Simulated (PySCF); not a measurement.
FK.

```xyz
2

K      0.0000     0.0000    -0.7119
F      0.0000     0.0000     1.5029
```

The structure is a stationary point at PBE-D3(BJ)/def2-TZVPD.

Calculation: PBE/pcSseg-2 run with PySCF. Non-relativistic, no solvent.

Give the absolute GIAO shielding of each atom: isotropic value and principal components (ppm). (The exact figures need the calculation; the answer reports its results.)


```
atom  σ(iso)     σ11     σ22     σ33   span
----  ------  ------  ------  ------  -----
K1    1272.0  1243.1  1243.1  1329.9   86.8
F2     219.2    86.7    86.7   484.2  397.6
```
